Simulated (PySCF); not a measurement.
SMILES C[CH2][Ga]([OH])[OH] at its B3LYP/def2-SVP optimised geometry (Å):

```
12

Ga     0.4287     0.4111     0.0000
C     -0.5836    -1.2840    -0.0016
C     -2.1106    -1.1587     0.0461
H     -0.2047    -1.8677     0.8547
H     -0.2578    -1.8331    -0.9018
H     -2.5070    -0.6003    -0.8182
H     -2.4544    -0.6377     0.9552
H     -2.5979    -2.1486     0.0395
O      2.2198     0.4111     0.0000
H      2.5979     1.3005    -0.0026
O     -0.2358     2.0850     0.0000
H     -1.1989     2.1486     0.0016
```

Method: B3LYP/def2-TZVP run with PySCF. Cells within 0.4 Å of a nucleus heavier than hydrogen are left out (blank, or x).

Map of the electrostatic potential (hartree/e), clipped to [-0.08, 0.12] on the plane z = 0.0 Å:

```
|44444444333333333333333333333|
|44444444433332222333333333333|
|44444444433322222223333333333|
|44444444443321111223333344433|
|44444444444321001123334444443|
|44444455555431000123344444444|
|44444555689989710123445444444|
|44444556899999992234566554444|
|4444455699999xx96445799765444|
|4444455689999xx99767999965443|
|44444556789999999999999964433|
|44444555667899999999999954333|
|444444555668999x9999x99633333|
|444444555669999xx999xx9312233|
|44444557877899999999999101223|
|44444589999999999999961001223|
|44444799999999999974200001223|
|44445899xx99xx998753210112223|
|44445899x999xx996543211122223|
|44445999999999995443322222233|
|44445999998999964433332223333|
|44445999965566544433333333333|
|44445699754444444433333333333|
|44444555544444444433333333333|
|44444444444444444433333333333|
|44444444444444444433333333333|
|44444444444444444443333333333|
|44444444444444444443333333333|
|44444444444444444443333333333|
```
Scale: ten equal steps from -0.080 (start of '0') to 0.120 (end of '9'), in the order '0123456789'; x runs from -5.00 to 5.00, y from -5.00 (bottom) to 5.00 (top).
